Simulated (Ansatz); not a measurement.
```yaml
crystal:
  periodic: [false, false, false]
  atoms:
    - {symbol: Zn, position_ang: [1.644762, -0.103994, -0.119436]}
    - {symbol: Zn, position_ang: [-0.305101, 1.132983, -1.126717]}
    - {symbol: O, position_ang: [-0.094009, -0.797569, 0.870548]}
    - {symbol: O, position_ang: [-1.128915, -0.182536, 0.384596]}
basis:
  gaussian: {orbitals: STO-3G}
total_charge: 2
hamiltonian: {xc: {name: BHLYP}}
accuracy: high
output: {forces: true}
```

```sh
$ ansatz run in.yaml --threads 4 --pin off --events-out ev --progress --plain --max-ram 3916MiB
```

Output, abridged:

```
Functional definition: BHLYP
718 factors; integrals over basis functions are off by at most 2.0e-7 eV
mean field evaluation 1: about -98501.8530 eV, gradient 1.7e2 eV
mean field evaluation 2: about -98625.2426 eV, gradient 1.2e2 eV
mean field evaluation 4: about -99212.8929 eV, gradient 1.9e2 eV
mean field evaluation 8: about -99325.0310 eV, gradient 2.4e2 eV
mean field evaluation 16: about -99711.4084 eV, gradient 5.9e1 eV
mean field evaluation 32: about -99722.2190 eV, gradient 6.0e0 eV
mean field evaluation 64: about -99722.9621 eV, gradient 1.7e-6 eV
mean field evaluation 96: about -99722.9614 eV, gradient 3.3e-7 eV
mean field -99722.96211609 eV, -3664.7512631148 hartree, gradient 5.8e-8 eV, S^2 0.000000; 6 other end points of the search recorded, 0 dependent functions left out
reference -99722.96213622 eV, -3664.7512638545 hartree; 37, 37 occupied and 9, 9 virtual orbitals, 718 factors
Total energy: -99722.96213622 eV, -3664.7512638545 hartree
Atom 0 at     1.644762    -0.103994    -0.119436 Å, force     1.690751     0.046931     0.327961 eV/Å
Atom 1 at    -0.305101     1.132983    -1.126717 Å, force    -0.703326     0.154048    -0.659460 eV/Å
Atom 2 at    -0.094009    -0.797569     0.870548 Å, force    -1.017198    -0.409614    -0.628018 eV/Å
Atom 3 at    -1.128915    -0.182536     0.384596 Å, force     0.029773     0.208635     0.959518 eV/Å
Dipole moment:    -0.002128     0.217007    -0.140026 e Å
```

Hardware: 4 threads of Arm Neoverse V2 on a shared host. Wall time 10 s.

The dipole of an ion depends on the origin.
